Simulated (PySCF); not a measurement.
These are PySCF with B3LYP-D3(BJ)/def2-TZVP // PBE0-D4/def2-TZVP values and carry that method's errors. Isolated molecules, 0 K electronic values unless said otherwise. One relaxed conformer stands for a flexible species; it need not be the lowest. B3LYP has the VWN-RPA correlation part, as in Gaussian. Delta-SCF ions had no search for a lower state. Excitations are Tamm–Dancoff values on a coarser integration grid. The basis has no diffuse functions, so Rydberg states are missing or too high.

Reference species (SMILES): `[SeH][SiH2]O` (H–O–Si–Se torsion 47°, O–Si–Se–H torsion -98°) (neutral, multiplicity 1).

```yaml
T1 excitation (TDA): 4.94 eV
vertical ionisation energy (Delta-SCF): 9.57 eV
HOMO: -7.02 eV
```

Changed species: `N#C[SiH2]O` (X = cyano; the reference has X = selanyl).

Predict the effect on the T1 excitation (TDA), vertical ionisation energy (Delta-SCF) and HOMO.

the T1 excitation (TDA) goes up by 0.83 eV, to 5.77 eV; the vertical ionisation energy (Delta-SCF) rises by 2.23 eV, to 11.80 eV; the HOMO falls by 2.37 eV, to -9.39 eV.
